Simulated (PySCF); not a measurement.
hse(.): removing and adding an electron

Molecule: hse(.), `[SeH]` (SeH•, doublet). Atom numbers as in the mapped SMILES `[SeH:1]`.

These are calculated values, ωB97X-D3(BJ)/ma-def2-TZVP in PySCF (grid level 2) at geometries from PBE0-D3(BJ)/ma-def2-SVP. Zero-point and thermal terms (298.15 K, 1 bar) come from unscaled PBE0-D3(BJ)/ma-def2-SVP harmonic frequencies, with soft modes damped to free rotors in the entropy.

Frontier levels of the parent: HOMO -9.47 eV, LUMO -2.41 eV.

Oxidation to the singlet cation:
- Vertical ionisation energy (electronic): 11.40 eV
- Adiabatic ionisation energy (with zero-point energy): 11.39 eV
- Adiabatic, electronic part: 11.40 eV
- Vertical gap at the product's structure: 11.39 eV
- Inner reorganisation energy (four-point): 7 meV
- Relaxation of product / of parent: 0 / 7 meV
- Largest changes of atomic charge: Se1 0.89, H (on Se1) 0.11
- Distances that move most (Å): Se1–H 1.474 → 1.493

Oxidation to the triplet cation:
- Vertical ionisation energy (electronic): 9.90 eV
- Adiabatic ionisation energy (with zero-point energy): 9.89 eV
- Adiabatic, electronic part: 9.90 eV
- Vertical gap at the product's structure: 9.89 eV
- Inner reorganisation energy (four-point): 8 meV
- Relaxation of product / of parent: 0 / 7 meV
- ⟨S²⟩ of the product: 2.004
- Largest spin populations: Se1 2.04
- Largest changes of atomic charge: Se1 0.90, H (on Se1) 0.10
- Distances that move most (Å): Se1–H 1.474 → 1.493

Reduction to the singlet anion:
| Item | Value |
| --- | --- |
| Vertical electron affinity (electronic) | 2.32 eV |
| Adiabatic electron affinity (with zero-point energy) | 2.33 eV |
| Adiabatic, electronic part | 2.32 eV |
| Vertical gap at the product's structure | 2.32 eV |
| Largest changes of atomic charge | Se1 -0.93 |

Vertical electron affinity to the triplet anion: -1.91 eV. The extra electron is not bound at this structure, the number hangs on the basis, and the ion was not relaxed.

Measured values (NIST Chemistry WebBook, evaluated or the median of agreeing entries): adiabatic ionisation energy 9.82 eV (computed 9.89, difference 0.08); adiabatic electron affinity 2.21 eV (computed 2.33, difference 0.11).

Known limits: spin-orbit coupling is left out of the energies, which matters for open shells on the heavier atoms; atoms from Ga to Kr are treated without relativity; the singlet was run as a closed shell, which can place it too high against the triplet, even in the wrong order; the split of the reorganisation energy is sensitive to the structures, which come from another level (PBE0-D3(BJ)/ma-def2-SVP).

Hardware: 1 thread of Intel Xeon 6975P-C, shared with other jobs. Command: `OMP_NUM_THREADS=1 python redox_run.py task.json out`. Structures, frequencies and single points: 24 s.

Differences come from unrounded values, so a last digit can differ from that of the printed terms.
